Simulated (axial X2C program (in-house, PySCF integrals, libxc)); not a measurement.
## Density and ELF of GeSe⁺

Calculated with an in-house all-electron X2C program for linear molecules (integrals from PySCF). Two-component (2c) means X2C with spin–orbit coupling and atomic mean-field two-electron Coulomb and Gaunt terms. Basis: Se dyall-cv3z [8s9p6d4f1g], Ge dyall-cv3z [9s9p7d4f1g] (cores contracted in-house); Gaussian nuclei, density fitting, unrestricted open shells. Masses: Se 79.917 u, Ge 73.921 u.

PBE0, with spin–orbit coupling, state Ω = 3/2 (⟨Sz⟩ = 0.50, ⟨Lz⟩ = 1.00 at PBE0); Se at z = 0, Ge at z = 2.293 Å.

The maps cover the half plane through the axis: z from -2.4 to 4.5 Å along the bond, ρ from 0.15 to 2.25 Å away from it (steps of 0.3 Å, the bottom row nearest the axis).

log10 of the density in e/bohr³:

digits 0 to 9 span -4.89 to 1.42 evenly
```
001112222222222222211100
011222333333333333222110
012233444444333333333211
112334445544444444443321
123344555555555555544322
123445666665555666554332
223455677766566787654432
233456689866667998655432
```

Electron localisation function (collinear form, no current term, damped to 0 at low density):

digits 0 to 9 span 0.00 to 1.00 evenly
```
000000001110000000000000
000001223322100011221000
000123455544211135665200
000246777665422356888620
002467877776533335899861
013678743467631112689984
014788324237621562379996
025787272716614626279997
```

Axial spin density in 10⁻³ e/bohr³:

digits 0 to 9 span -2.32 to 2.32 evenly, values beyond are clipped
```
555555555555555555555555
555555566666555555544455
555556789987665555444445
555567999999876555444444
555569999999987655444444
555569999999987655444444
544458999999754445334444
444431329573114915333444
```

Occupations by symmetry block were frozen at the best pattern of an incomplete PBE0 search. Density functionals use the spin component along the axis (collinear). Without a current term, density functionals place determinants with orbital angular momentum somewhat too high. The determinant is spin-polarised beyond a pure state at some levels (its spin-free form has ⟨S²⟩ too high), which makes Re and μ there less reliable.
